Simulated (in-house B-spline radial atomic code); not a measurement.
# Ionising Si7+ with different functionals

Computed with a B-spline radial code for spherical atoms: non-relativistic Hamiltonian, point nucleus, spin-polarised at highest spin, spherical fractional occupations for the functionals, the average over the highest-spin determinants for Hartree-Fock. The ionisation energy is the difference of two self-consistent energies, [He] 2s2 2p3 → [He] 2s2 2p2, without Breit or QED terms; ε is the level of the shell that loses the electron (its least bound occupied spin orbital).

Hybrids are left out here: with spherical fractional occupations of an open shell their exact exchange keeps a self-interaction that integer-occupation calculations don't have.

| method | rung | ΔSCF (eV) | -ε(2p) (eV) |
| --- | --- | --- | --- |
| Hartree-Fock | Hartree-Fock | 303.94 | 305.45 |
| LDA VWN5 | LDA | 304.16 | 280.92 |
| LDA PW92 | LDA | 304.15 | 280.91 |
| LDA exchange-only | LDA | 302.42 | 279.23 |
| PBE | GGA | 304.42 | 281.18 |
| PBEsol | GGA | 304.09 | 280.87 |
| BLYP | GGA | 304.53 | 281.19 |
| RPBE | GGA | 304.40 | 281.17 |
| PW91 | GGA | 304.72 | 281.45 |
| BP86 | GGA | 304.46 | 281.20 |
| AM05 | GGA | 303.98 | 280.77 |
| OLYP | GGA | 305.39 | 282.19 |
| TPSS | meta-GGA | 304.97 | 281.82 |
| SCAN | meta-GGA | 306.89 | 284.12 |
| r2SCAN | meta-GGA | 306.69 | 283.94 |
| M06-L | meta-GGA | 306.74 | 284.05 |
| revTPSS | meta-GGA | 304.61 | 281.50 |

(1) How do they compare with the NIST value?

Results:

(1) NIST lists 303.59 eV ± 0.05 (semi-empirical, ground level to ground level). Errors run from -1.17 to +3.30 eV; Hartree-Fock is closest (+0.35 eV), though others lie within the uncertainty of it, and part of that can be cancellation, since the calculations leave out relativity, Breit-QED terms, multiplet and fine-structure energies. Hartree-Fock also lacks correlation.
